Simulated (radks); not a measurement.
Initial-state core-level shifts of the samarium ion Sm+ when its valence configuration changes from [Xe] 4f6 6s1. All-electron calculation, scalar-relativistic Kohn-Sham, r2SCAN, spin-unpolarised, spherical densities, finite nucleus; meta-GGA in the generalised Kohn-Sham scheme; Fermi nuclear charge, rms radius 5.0819 fm. Program: a radial shooting solver on a logarithmic mesh with Libxc functionals. Shifts are changes of the shell-averaged eigenvalues in eV (positive: less bound); the change of the density at the nucleus, which sets a Mossbauer isomer shift, is in e/bohr^3, on a base of 5.565e+05.

| valence | 1s | 2p | 3d | 4p | density at nucleus |
|---|---|---|---|---|---|
| 4f5.5 6s1.5 | -4.116 | -4.368 | -4.748 | -4.523 | +29.33 |
| 4f6 5d1 | +1.756 | +1.814 | +1.764 | +1.797 | -26.43 |
| 4f4 5d1 6p2 | -18.734 | -19.852 | -21.803 | -20.307 | +34.16 |
| 4f5 6s1 6p1 | -9.951 | -10.492 | -11.315 | -10.764 | +33.81 |
| 4f5.5 5d0.5 6s1 | -3.043 | -3.254 | -3.657 | -3.425 | +12.73 |
| 4f3 5d1 6p3 | -31.177 | -33.115 | -36.357 | -33.438 | +75.76 |
| 4f5.5 6s0.5 6p1 | -5.334 | -5.575 | -5.945 | -5.725 | +2.15 |
| 4f6.5 6s0.5 | +3.388 | +3.583 | +3.875 | +3.748 | -22.79 |
| 4f5 6s2 | -8.734 | -9.284 | -10.112 | -9.561 | +64.48 |
